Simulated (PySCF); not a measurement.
## Polarisability and C₆ of Ti (titanium, neutral)

[Ar] 3d2 4s2, high-spin 3F determinant. All numbers are calculated (PySCF 2.14, scalar relativity by spin-free X2C-1e, in aug-cc-pVTZ-DK (8s7p5d3f2g, 93 functions)). Coupled (time-dependent) response in atomic units; α is the mean over directions.

```csv
method,mean α (bohr³),C₆ (like pair),S(−4)
LC-wPBE,118.6,1436,8142
```

S(−4) is the Cauchy moment in α(ω) = α(0) + S(−4) ω² + …

Reference α: 87 ± 10 bohr³ (recommended; Schwerdtfeger and Nagle, table of static dipole polarizabilities (2023 update)). Published C₆: 1044 (Chu and Dalgarno (2004); Tang, Norbeck and Certain (1976)).

α(iu) at LC-wPBE:

```
u (hartree)  α(iu) (bohr³)
          0          118.6
     0.0500          102.4
      0.100          74.90
      0.200          38.15
      0.300          22.25
      0.500          10.73
      0.750          6.091
       1.00          4.127
       1.50          2.380
       2.00          1.580
       3.00         0.8493
       5.00         0.3613
```
